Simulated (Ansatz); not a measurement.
Consider the ligand exchange at a Ga–O bond: `[SiH3][O][GaH2]` + `C[SeH]` → `C[Se][GaH2]` + silanol.

Isolated molecules relaxed with PBE0-D4/def2-TZVP in Ansatz; ΔE leaves out vibrations. CCSD(T)/CBS adds triple-zeta CCSD(T) − MP2 to the extrapolated MP2 energy (def2 sets, frozen cores). DFT in def2-TZVPP. B3LYP here is the variant with VWN-RPA as its local correlation; programs differ in this. For Ga, Se outer-core shells are correlated without core-valence functions, which leaves a few kJ/mol of doubt a bond. Scalar relativity is left out up to krypton.

Problem. Is it downhill or uphill in electronic energy at CCSD(T)/CBS, and by how much? (Estimate.)

Solution. Computed: Downhill: ΔE = -0.32 eV.

Problem. What do these levels give: B3LYP-D4, revPBE, PBE0, HF/def2-SVP, CCSD(T)/def2-SVP, MP2/def2-QZVPP? (Best estimate.)

Solution. Ansatz gave: B3LYP-D4 -0.29, revPBE -0.37, PBE0 -0.38, HF/def2-SVP -0.09, CCSD(T)/def2-SVP -0.12, MP2/def2-QZVPP -0.31 eV.

Problem. What do rigid-rotor, harmonic-oscillator terms from PBE0-D4/def2-TZVP frequencies (298.15 K, 1 bar) make of the CCSD(T)/CBS value? (Best estimate.)

Solution. Computed: ΔZPE = +0.07 eV, ΔH = -0.25 eV, ΔS = -5 J/(mol·K), ΔG = -0.23 eV.

Largest T1 diagnostic among the species: 0.014.

In def2-TZVPP, CCSD(T) changes the Hartree–Fock value by −0.08 eV (the triples alone add −0.02 eV) and MP2 by −0.10 eV. Leaving LDA and LC-ωPBE aside and taking each functional with its dispersion term where it has one, the values, not all of them listed here, spread over 0.17 eV, from PBE-D4 to CAM-B3LYP-D4.
